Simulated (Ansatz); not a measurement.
Harmonic vibrations of Cu₃H₄ by finite differences.

```yaml
crystal:
  periodic: [false, false, false]
  atoms:
    - {symbol: Cu, position_ang: [1.469990, -0.193945, 0.412978]}
    - {symbol: Cu, position_ang: [-0.041549, 1.534876, 0.481395]}
    - {symbol: Cu, position_ang: [-0.821090, -0.548856, -0.447564]}
    - {symbol: H, position_ang: [0.623102, -1.402780, -0.254754]}
    - {symbol: H, position_ang: [-1.319285, -1.888343, -1.031776]}
    - {symbol: H, position_ang: [-1.454678, 1.085853, -0.126923]}
    - {symbol: H, position_ang: [1.543520, 1.413195, 0.966644]}
basis:
  gaussian: {orbitals: def2-SVP}
magnetization: {spin_polarized: true, initial_magnetization: 1}
hamiltonian: {xc: pbe, dispersion: d4}
scf: {omitted_lower_state_checks: [starts]}
phonons: {temperatures: {t_min: 298.15, t_max: 900, t_step: 200}}
```

```sh
$ ansatz run in.yaml --threads 4 --pin off --events-out ev --progress --plain --max-ram 3916MiB
```

Output, abridged:

```
Functional definition: PBE
mean field -133947.42522348 eV, -4922.4770841373 hartree, gradient 7.8e-5 eV, S^2 0.752659; 0 other end points of the search recorded, 0 dependent functions left out
mean field -133947.42519841 eV, -4922.4770832159 hartree, gradient 2.5e-6 eV, S^2 0.752661; 0 other end points of the search recorded, 0 dependent functions left out
mean field -133947.42520332 eV, -4922.4770833962 hartree, gradient 2.8e-6 eV, S^2 0.752657; 0 other end points of the search recorded, 0 dependent functions left out
mean field -133947.42519444 eV, -4922.4770830698 hartree, gradient 1.7e-6 eV, S^2 0.752658; 0 other end points of the search recorded, 0 dependent functions left out
mean field -133947.42519115 eV, -4922.4770829489 hartree, gradient 2.0e-6 eV, S^2 0.752660; 0 other end points of the search recorded, 0 dependent functions left out
mean field -133947.42522316 eV, -4922.4770841254 hartree, gradient 1.3e-6 eV, S^2 0.752659; 0 other end points of the search recorded, 0 dependent functions left out
mean field -133947.42521073 eV, -4922.4770836684 hartree, gradient 1.4e-6 eV, S^2 0.752659; 0 other end points of the search recorded, 0 dependent functions left out
mean field -133947.42519377 eV, -4922.4770830454 hartree, gradient 1.7e-6 eV, S^2 0.752659; 0 other end points of the search recorded, 0 dependent functions left out
mean field -133947.42517628 eV, -4922.4770824025 hartree, gradient 2.0e-6 eV, S^2 0.752659; 0 other end points of the search recorded, 0 dependent functions left out
mean field -133947.42520226 eV, -4922.4770833573 hartree, gradient 1.3e-6 eV, S^2 0.752659; 0 other end points of the search recorded, 0 dependent functions left out
mean field -133947.42519141 eV, -4922.4770829585 hartree, gradient 1.2e-6 eV, S^2 0.752659; 0 other end points of the search recorded, 0 dependent functions left out
mean field -133947.42522858 eV, -4922.4770843246 hartree, gradient 1.5e-6 eV, S^2 0.752659; 0 other end points of the search recorded, 0 dependent functions left out
mean field -133947.42520027 eV, -4922.4770832843 hartree, gradient 1.6e-6 eV, S^2 0.752659; 0 other end points of the search recorded, 0 dependent functions left out
mean field -133947.42520181 eV, -4922.4770833408 hartree, gradient 1.2e-6 eV, S^2 0.752662; 0 other end points of the search recorded, 0 dependent functions left out
mean field -133947.42520541 eV, -4922.4770834732 hartree, gradient 1.1e-6 eV, S^2 0.752656; 0 other end points of the search recorded, 0 dependent functions left out
mean field -133947.42516427 eV, -4922.4770819614 hartree, gradient 2.1e-6 eV, S^2 0.752668; 0 other end points of the search recorded, 0 dependent functions left out
mean field -133947.42520261 eV, -4922.4770833703 hartree, gradient 2.0e-6 eV, S^2 0.752650; 0 other end points of the search recorded, 0 dependent functions left out
mean field -133947.42521946 eV, -4922.4770839892 hartree, gradient 1.7e-6 eV, S^2 0.752663; 0 other end points of the search recorded, 0 dependent functions left out
mean field -133947.42520369 eV, -4922.4770834097 hartree, gradient 1.3e-6 eV, S^2 0.752655; 0 other end points of the search recorded, 0 dependent functions left out
mean field -133947.42521077 eV, -4922.4770836701 hartree, gradient 2.6e-6 eV, S^2 0.752657; 0 other end points of the search recorded, 0 dependent functions left out
mean field -133947.42521284 eV, -4922.4770837462 hartree, gradient 2.2e-6 eV, S^2 0.752661; 0 other end points of the search recorded, 0 dependent functions left out
mean field -133947.42521925 eV, -4922.4770839816 hartree, gradient 2.3e-6 eV, S^2 0.752658; 0 other end points of the search recorded, 0 dependent functions left out
mean field -133947.42519313 eV, -4922.4770830218 hartree, gradient 2.9e-6 eV, S^2 0.752660; 0 other end points of the search recorded, 0 dependent functions left out
mean field -133947.42521926 eV, -4922.4770839822 hartree, gradient 2.1e-6 eV, S^2 0.752658; 0 other end points of the search recorded, 0 dependent functions left out
mean field -133947.42521960 eV, -4922.4770839944 hartree, gradient 1.9e-6 eV, S^2 0.752660; 0 other end points of the search recorded, 0 dependent functions left out
mean field -133947.42522024 eV, -4922.4770840179 hartree, gradient 2.5e-6 eV, S^2 0.752657; 0 other end points of the search recorded, 0 dependent functions left out
mean field -133947.42521831 eV, -4922.4770839470 hartree, gradient 3.0e-6 eV, S^2 0.752661; 0 other end points of the search recorded, 0 dependent functions left out
mean field -133947.42521127 eV, -4922.4770836884 hartree, gradient 3.0e-6 eV, S^2 0.752651; 0 other end points of the search recorded, 0 dependent functions left out
mean field -133947.42519173 eV, -4922.4770829703 hartree, gradient 2.5e-6 eV, S^2 0.752667; 0 other end points of the search recorded, 0 dependent functions left out
mean field -133947.42521478 eV, -4922.4770838175 hartree, gradient 1.9e-6 eV, S^2 0.752656; 0 other end points of the search recorded, 0 dependent functions left out
mean field -133947.42522221 eV, -4922.4770840905 hartree, gradient 1.5e-6 eV, S^2 0.752662; 0 other end points of the search recorded, 0 dependent functions left out
mean field -133947.42520891 eV, -4922.4770836016 hartree, gradient 2.4e-6 eV, S^2 0.752658; 0 other end points of the search recorded, 0 dependent functions left out
mean field -133947.42519535 eV, -4922.4770831034 hartree, gradient 2.0e-6 eV, S^2 0.752660; 0 other end points of the search recorded, 0 dependent functions left out
mean field -133947.42521098 eV, -4922.4770836779 hartree, gradient 2.7e-6 eV, S^2 0.752659; 0 other end points of the search recorded, 0 dependent functions left out
mean field -133947.42521727 eV, -4922.4770839088 hartree, gradient 2.5e-6 eV, S^2 0.752659; 0 other end points of the search recorded, 0 dependent functions left out
mean field -133947.42521116 eV, -4922.4770836843 hartree, gradient 2.2e-6 eV, S^2 0.752659; 0 other end points of the search recorded, 0 dependent functions left out
mean field -133947.42522598 eV, -4922.4770842289 hartree, gradient 1.7e-6 eV, S^2 0.752659; 0 other end points of the search recorded, 0 dependent functions left out
mean field -133947.42519651 eV, -4922.4770831459 hartree, gradient 1.9e-6 eV, S^2 0.752658; 0 other end points of the search recorded, 0 dependent functions left out
mean field -133947.42521892 eV, -4922.4770839694 hartree, gradient 2.3e-6 eV, S^2 0.752660; 0 other end points of the search recorded, 0 dependent functions left out
mean field -133947.42520371 eV, -4922.4770834105 hartree, gradient 2.7e-6 eV, S^2 0.752660; 0 other end points of the search recorded, 0 dependent functions left out
mean field -133947.42521884 eV, -4922.4770839668 hartree, gradient 1.8e-6 eV, S^2 0.752658; 0 other end points of the search recorded, 0 dependent functions left out
mean field -133947.42520144 eV, -4922.4770833270 hartree, gradient 1.9e-6 eV, S^2 0.752659; 0 other end points of the search recorded, 0 dependent functions left out
mean field -133947.42523536 eV, -4922.4770845738 hartree, gradient 2.0e-6 eV, S^2 0.752659; 0 other end points of the search recorded, 0 dependent functions left out
Total energy: -133947.60422182 eV, -4922.4836622046 hartree
Atom 0 at     1.469990    -0.193945     0.412978 Å, force    -0.004041    -0.001947     0.000628 eV/Å
Atom 1 at    -0.041549     1.534876     0.481395 Å, force     0.001961    -0.001498     0.003955 eV/Å
Atom 2 at    -0.821090    -0.548856    -0.447564 Å, force    -0.001237    -0.006741     0.003304 eV/Å
Atom 3 at     0.623102    -1.402780    -0.254754 Å, force     0.001451     0.003207    -0.000112 eV/Å
Atom 4 at    -1.319285    -1.888343    -1.031776 Å, force     0.003854     0.006855     0.000568 eV/Å
Atom 5 at    -1.454678     1.085853    -0.126923 Å, force     0.001295     0.001318    -0.002601 eV/Å
Atom 6 at     1.543520     1.413195     0.966644 Å, force    -0.003282    -0.001194    -0.005743 eV/Å
Dipole moment:     0.337344     0.286290     0.199256 e Å
Vibrations: 147.83 170.58 176.41 263.34 303.10 326.64 355.86 520.90 907.75 981.06 1035.95 1281.77 1350.59 1454.01 1595.12 cm⁻¹, zero-point energy 0.673910 eV
Checks for a lower state left out: starts
```

Run time 67 s (4 threads of Arm Neoverse V1 on a shared host).

The relaxation made no stability test and no search for a lower SCF solution. The structure comes from a short search, and lower isomers may exist.
